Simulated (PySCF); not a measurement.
dichloro(silylmethyl)silane (CH₆Cl₂Si₂), SMILES [SiH3]C[SiH](Cl)Cl. Atoms are numbered in the order given.

```xyz
11

Si    -1.7219    -1.5604     0.4536
C     -0.3578    -1.2811    -0.8298
Si     0.7247     0.2106    -0.6155
Cl    -0.4376     1.9203    -0.6744
Cl     1.6806     0.1124     1.2160
H     -2.4845    -2.7928     0.0926
H     -2.6565    -0.3988     0.4719
H     -1.1251    -1.7382     1.8084
H     -0.8253    -1.2133    -1.8298
H      0.2980    -2.1715    -0.8443
H      1.7692     0.3411    -1.6610
```
Charge 0, spin multiplicity 1.

Coordinates come from a r2SCAN-D4/def2-SVP optimisation. Other conformers were not sampled.

The numbers are results of PySCF with r2SCAN-D4/def2-SVP, not measurements.

Frequencies are harmonic and unscaled.

A small imaginary wavenumber (i) marks a very flat motion, where grid noise or a shallow saddle decides the sign.

```
mode  ν (cm⁻¹)  IR (km/mol)  Raman (Å⁴/amu)  depolarisation  moving atoms (share of kinetic energy)
----  --------  -----------  --------------  --------------  --------------------------------------
1          29i          0.1             0.3            0.75                H 52 %, Cl 24 %, Si 19 %
2          102          0.1             0.7            0.75                H 56 %, Cl 29 %, Si 14 %
3          109          1.8             0.5            0.68                Si 48 %, Cl 36 %, H 11 %
4          182          3.0             3.0            0.68                        Cl 74 %, Si 17 %
5          194          0.0             1.2            0.75                 H 42 %, C 31 %, Cl 22 %
6          318          9.7             2.8            0.75        Si 56 %, C 16 %, H 15 %, Cl 13 %
7          485          5.3             2.8            0.70                                  H 88 %
8          489         26.2            14.4            0.01                Cl 42 %, Si 38 %, C 13 %
9          571          5.4            12.9            0.62         H 44 %, Si 38 %, C 10 %, Cl 9 %
10         575         84.1             4.8            0.75                 Si 53 %, Cl 37 %, H 9 %
11         667         26.9             3.0            0.14                 H 66 %, C 22 %, Si 10 %
12         735         18.8             0.4            0.75                          H 74 %, C 20 %
13         768         46.7             4.6            0.72                 H 43 %, C 35 %, Si 21 %
14         825        259.4            15.0            0.64                 H 72 %, Si 16 %, C 12 %
15         831        211.2            14.9            0.75                  H 81 %, Si 10 %, C 9 %
16         924        169.3             7.6            0.73                         H 89 %, Si 10 %
17         944         46.4            20.8            0.73                                  H 97 %
18         945         37.0            24.6            0.75                                  H 97 %
19        1014          1.8             2.5            0.75                                  H 96 %
20        1081         63.5             0.6            0.73                          H 56 %, C 41 %
21        1363         12.5             8.9            0.74                           H 92 %, C 8 %
22        2225        115.1           192.5            0.18                                  H 97 %
23        2240         69.2           103.0            0.21                                  H 97 %
24        2246         89.7            57.1            0.75                                  H 96 %
25        2264        109.5           202.4            0.18                                  H 97 %
26        3034          0.3           114.3            0.08                                  H 95 %
27        3103          0.0            79.6            0.75                           H 91 %, C 9 %
```
